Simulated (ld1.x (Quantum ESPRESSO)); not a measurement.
u(r) = r·R(r): atom against pseudo-atom (neon (Ne))

Columns: radius, all-electron u(r) and pseudo u(r) of the 2p shell (level -13.33 eV) of neon in the configuration [He] 2s2 2p6; PBE, scalar-relativistic, TM scheme, ld1.x (Quantum ESPRESSO) 7.5.

| r (bohr) | all-electron | pseudo |
| --- | --- | --- |
| 0.034 | 0.0283 | 0.0149 |
| 0.068 | 0.0958 | 0.0583 |
| 0.102 | 0.1841 | 0.1270 |
| 0.136 | 0.2809 | 0.2155 |
| 0.170 | 0.3785 | 0.3171 |
| 0.204 | 0.4720 | 0.4243 |
| 0.238 | 0.5585 | 0.5297 |
| 0.272 | 0.6365 | 0.6272 |
| 0.306 | 0.7052 | 0.7121 |
| 0.340 | 0.7648 | 0.7822 |
| 0.374 | 0.8153 | 0.8372 |
| 0.408 | 0.8572 | 0.8785 |
| 0.442 | 0.8910 | 0.9083 |
| 0.476 | 0.9173 | 0.9293 |
| 0.510 | 0.9368 | 0.9438 |
| 0.544 | 0.9503 | 0.9535 |
| 0.578 | 0.9584 | 0.9594 |
| 0.612 | 0.9617 | 0.9619 |
| 0.646 | 0.9609 | 0.9609 |
| 0.680 | 0.9566 | 0.9566 |
| 0.714 | 0.9493 | 0.9493 |
| 0.748 | 0.9394 | 0.9394 |
| 0.782 | 0.9273 | 0.9273 |
| 0.816 | 0.9135 | 0.9135 |
| 0.850 | 0.8982 | 0.8982 |
| 0.884 | 0.8816 | 0.8816 |

How many radial nodes do the two functions have?

The all-electron 2p function has n − l − 1 = 0; the pseudo-wave has 0.

At about which radius was the pseudo-wave matched?

0.68 bohr. The columns agree to 0.0005 from 0.61 bohr on; several derivatives are matched, so the curves merge somewhat inside the radius.

Is the pseudo-wave norm-conserving?

Yes: the TM scheme keeps the norm inside the radius equal to the all-electron one, which fixes the energy derivative of the logarithmic derivative at the level.
